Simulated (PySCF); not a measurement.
Constants of CaH, step by step

State: ²Σ⁺, doublet, unpaired electrons σ ↑. De refers to Ca + H. ROHF-based CCSD(T) in PySCF 2.14 with Ca cc-pwCVDZ-X2C, H aug-cc-pVDZ-DK and Ca cc-pwCVTZ-X2C, H aug-cc-pVTZ-DK (frozen core orbitals: 5; spin-free X2C with a Gaussian nucleus). Correlation energies are extrapolated as n⁻³ (n = 2, 3), Hartree–Fock as (n+1)·exp(−9√n).

```json
{"Level": "CCSD(T)/DZ", "Re (Å)": "2.0413", "ωe (cm⁻¹)": "1249.4", "ωexe (cm⁻¹)": "19.3", "αe (cm⁻¹)": "0.0998", "De (eV)": "1.577"}
{"Level": "CCSD(T)/TZ", "Re (Å)": "2.0138", "ωe (cm⁻¹)": "1286.1", "ωexe (cm⁻¹)": "19.4", "αe (cm⁻¹)": "0.0980", "De (eV)": "1.720"}
{"Level": "HF/CBS", "Re (Å)": "2.0447", "ωe (cm⁻¹)": "1308.2", "ωexe (cm⁻¹)": "15.8", "αe (cm⁻¹)": "0.0814", "De (eV)": "1.510"}
{"Level": "MP2/CBS", "Re (Å)": "1.9895", "ωe (cm⁻¹)": "1337.5", "ωexe (cm⁻¹)": "17.3", "αe (cm⁻¹)": "0.0897", "De (eV)": "1.639"}
{"Level": "CCSD/CBS", "Re (Å)": "2.0070", "ωe (cm⁻¹)": "1299.6", "ωexe (cm⁻¹)": "18.8", "αe (cm⁻¹)": "0.0955", "De (eV)": "1.807"}
{"Level": "CCSD(T)/CBS", "Re (Å)": "2.0048", "ωe (cm⁻¹)": "1295.9", "ωexe (cm⁻¹)": "19.2", "αe (cm⁻¹)": "0.0972", "De (eV)": "1.765"}
```

Q: How much is left between CCSD(T)/TZ and the basis-set limit, and how much do the triples give at the limit?

A: CCSD(T)/CBS less CCSD(T)/TZ: -9.0 mÅ in Re, +9.8 cm⁻¹ in ωe and +0.045 eV in De. CCSD(T)/CBS less CCSD/CBS: -2.2 mÅ in Re, -3.7 cm⁻¹ in ωe and -0.042 eV in De.

The T1 diagnostic is 0.021. The state was picked by a PBE0 search and need not be the measured ground state. Spin–orbit coupling, excitations beyond (T) and corrections to the Born–Oppenheimer picture are left out.

The whole job (state search and all basis sets along the bond) took about 2.5 min on 4 threads of Arm Neoverse V2 (shared host), peak memory 3.4 GiB.
